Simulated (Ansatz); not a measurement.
Reaction (redistribution): `[OH][Ti-]1([F])([F])[O]C=CC=[O+]1` + `C#[C][Ga]([F])[Cl]` → `C#[C][Ti]([OH])([F])[F]` + `[F][Ga-]1([Cl])[O]C=CC=[O+]1`

Computed with Ansatz on PBE0-D4/def2-TZVP structures; ΔE is electronic, products minus reactants. CBS: MP2 limit from def2 TZ/QZ plus the TZ coupled-cluster correction, frozen cores. DFT in def2-TZVPP. For Ga, Ti outer-core shells are correlated without core-valence functions, which leaves a few kJ/mol of doubt a bond. Scalar relativity is left out up to krypton. Each species was taken in one conformer, which may not be the lowest.

```tsv
level	ΔE (eV)
r2SCANh-D4	0.06
revPBE	0.07
CCSD/def2-SVP	-0.04
HF/def2-TZVPP	-0.02
MP2/def2-TZVPP	0.00
CCSD(T)/def2-TZVPP	0.05
HF/def2-QZVPP	-0.02
SCS-MP2/def2-QZVPP	0.03
```

Problem. What does CCSD(T)/CBS give? (Estimate.)

Solution. Ansatz gave: +0.13 eV. The listed levels differ from it by -0.07, -0.06, -0.17, -0.15, -0.13, -0.08, -0.15, -0.10 eV.

Largest T1 diagnostic among the species: 0.023, so the coupled-cluster value is less sure than usual.

From PBE to PBE0 (25 % exact exchange), in def2-TZVPP and without D4, ΔE moves by −0.06 eV. Leaving LDA and LC-ωPBE aside and taking each functional with its dispersion term where it has one, the values, not all of them listed here, spread over 0.09 eV, from PBE-QIDH to BLYP-D4. LDA lies +0.07 eV from PBE without D4. At CCSD(T), def2-SVP lies −0.16 eV from the extrapolated value and def2-TZVPP −0.08 eV.
